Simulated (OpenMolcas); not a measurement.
## Pd+: the spin-orbit constant, thermal populations, worked from levels

```
Program             : OpenMolcas 26.06
Basis               : ANO-R1 [6s4p3d1f]
Scalar Hamiltonian  : X2C, finite nucleus
Active space        : 9 electrons in 6 orbitals (4d 5s)
State averaging     : 2S+1 = 4 even, 10 roots; 2S+1 = 2 even, 29 roots
Spin-orbit coupling : RASSI with atomic mean-field integrals over the reference wave functions, term energies averaged over their components
```

Methods: CASSCF; MS-CASPT2, IPEA 0.25 Eh, imaginary shift 0.1 Eh (closed shells correlated: 4s 4p). Measured levels: NIST Handbook of Basic Atomic Spectroscopic Data.

**The spin-orbit constant.** For the Hund term ²D of d9, E(J) = (A/2) J(J+1) + constant and ζ = -2S·A = -A. From J = 3/2 to J = 5/2 the energy changes by 2.5 A.

```json
{"Source": "CASSCF", "E(5/2) - E(3/2)": "-3717.9", "A": "-1487.2", "ζ": "1487"}
{"Source": "MS-CASPT2", "E(5/2) - E(3/2)": "-3741.6", "A": "-1496.6", "ζ": "1497"}
{"Source": "measured", "E(5/2) - E(3/2)": "-3539.2", "A": "-1415.7", "ζ": "1416"}
```

All in cm-1. MS-CASPT2 is off by +5.7 % and CASSCF by +5.0 %. Both methods take the spin-orbit matrix elements from the reference wave functions, so the second can move ζ only through the term energies and any multistate remixing.

**Thermal populations.** Z = Σ (2J + 1) exp(-E/kT) with k = 0.695035 cm-1/K, over the levels below. No other level of either list lies under 37300 cm-1, which is above 7 kT at each temperature.

```json
{"Level": "4d⁹ ²D_5/2", "2J + 1": "6", "MS-CASPT2": "0.0", "measured": "0.0"}
{"Level": "4d⁹ ²D_3/2", "2J + 1": "4", "MS-CASPT2": "3740", "measured": "3539"}
{"Level": "4d⁸ 5s ⁴F_9/2", "2J + 1": "10", "MS-CASPT2": "25100", "measured": "25084"}
{"Level": "4d⁸ 5s ⁴F_7/2", "2J + 1": "8", "MS-CASPT2": "27080", "measured": "27097"}
{"Level": "4d⁸ 5s ⁴F_5/2", "2J + 1": "6", "MS-CASPT2": "28910", "measured": "28929"}
{"Level": "4d⁸ 5s ⁴F_3/2", "2J + 1": "4", "MS-CASPT2": "29920", "measured": "29948"}
{"Level": "4d⁸ 5s ²F_7/2", "2J + 1": "8", "MS-CASPT2": "32250", "measured": "32281"}
{"Level": "4d⁸ 5s ²F_5/2 [70 %]", "2J + 1": "6", "MS-CASPT2": "34550", "measured": "34425"}
```

| T (K) | Z, MS-CASPT2 | Z, measured levels | Ground level (%), MS-CASPT2 | Ground level (%), measured levels |
| --- | --- | --- | --- | --- |
| 2000 | 6.271 | 6.314 | 95.7 | 95.0 |
| 3000 | 6.665 | 6.733 | 90.0 | 89.1 |
| 5000 | 7.377 | 7.459 | 81.3 | 80.4 |

At 5000 K, kT = 3475 cm-1, and the computed levels give Z = 6.000 + 1.364 + 0.007 + 0.003 + 0.001 + 0.001 + 0.001 + 0.000 = 7.377.

CASPT2 does not keep the components of a term degenerate, so their means are used; among the terms shown or strongly mixed into the levels shown the widest spread is 810 cm-1 (4d⁸ 5s ²F, MS-CASPT2). A single d shell beside an s shell can misplace configurations of different d count against each other. Without dynamic correlation excited terms often stand tens of per cent too high (terms of higher spin than the ground term too low), and those without a measured partner can miss by more than the paired ones (holds for CASSCF). Computed and measured levels are paired by configuration, term and J; levels that our copy of the source lacks, or whose pairing is in doubt (as where it misses far off the trend of its configuration), stay unpaired and out of the deviations. Levels of configurations outside the active space are missing.

A share in square brackets marks a mixed level and gives the weight of the term that names it, the lowest over the columns.
